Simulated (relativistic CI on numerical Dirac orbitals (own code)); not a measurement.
**Ni2+: 3s photoemission**

Computed with this model: Dirac-Coulomb-Breit CI, separate exchange-only KLI orbitals for each configuration, QED by a radiative potential, multiplet model of photoemission in the sudden approximation, unscaled Slater integrals; configurations [Ar] 3d8 → [Ne] 3s 3p6 3d8; 300 K; Lorentzian 1.05 eV and Gaussian 0.6 eV FWHM. Energies are those of the free ion, without screening or charge transfer. The energies are binding energies and can lie tens of eV above those of solids. Without intra-shell correlation the exchange splitting of an s hole comes out too large, often by half or more. S is read from ⟨S²⟩ = S(S + 1).

free ion: ground-state S = 1.00, centroid 150.19 eV. Peaks (eV, height): 147.6 (100), 155.6 (50).

Strongest unbroadened transitions for free ion:

| Energy (eV) | Relative strength |
| --- | --- |
| 147.47 | 0.1 |
| 147.50 | 100.0 |
| 147.58 | 0.1 |
| 147.63 | 20.7 |
| 153.77 | 0.2 |
| 155.47 | 0.0 |
| 155.63 | 59.1 |
| 155.68 | 0.0 |
